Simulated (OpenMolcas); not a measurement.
A calculation on N+.

```
Program             : OpenMolcas
Method              : MS-CASPT2, IPEA 0.25 Eh, imaginary shift 0.1 Eh (closed shells correlated: 1s)
Basis               : ANO-RCC-VQZP [5s4p3d2f1g]
Scalar Hamiltonian  : DKH2, point nucleus
Active space        : 4 electrons in 4 orbitals (2s 2p)
State averaging     : 2S+1 = 3 even, 6 roots; 2S+1 = 1 even, 6 roots; 2S+1 = 5 odd, 1 root; 2S+1 = 3 odd, 9 roots; 2S+1 = 1 odd, 8 roots
Spin-orbit coupling : state interaction with AMFI integrals over the reference wave functions, term energies averaged over their components
```

(1) Which level of the active space comes out lowest?

(2) How high does 2s 2p³ ³P°₂ lie?

(3) How high does 2s 2p³ ³S°₁ lie?

(4) How high does 2s² 2p² ¹D₂ lie?

Measured values: NIST Handbook of Basic Atomic Spectroscopic Data.

Results:

(1) 2s² 2p² ³P₀, with 100 % of that term; it is also the measured ground level.

(2) 13.419 eV above the lowest level; measured 13.5412 eV above the ground level, so the calculation is off by -1 %.

(3) 19.456 eV above the lowest level; measured 19.2333 eV above the ground level, so the calculation is off by +1 %.

(4) 1.861 eV above the lowest level; measured 1.8990 eV above the ground level, so the calculation is off by -2 %.

Term energies are means over components that CASPT2 splits; among the terms shown or strongly mixed into the levels shown the widest spread is 66 cm-1 (2s 2p³ ³P°). Measured partners are found by configuration, term and J. A level has none where our copy of the source lacks it or the pairing is in doubt (some pairs that miss far off the trend of their configuration count as doubtful), and it then counts in no deviation. Levels of configurations outside the active space are missing.

° marks odd parity.
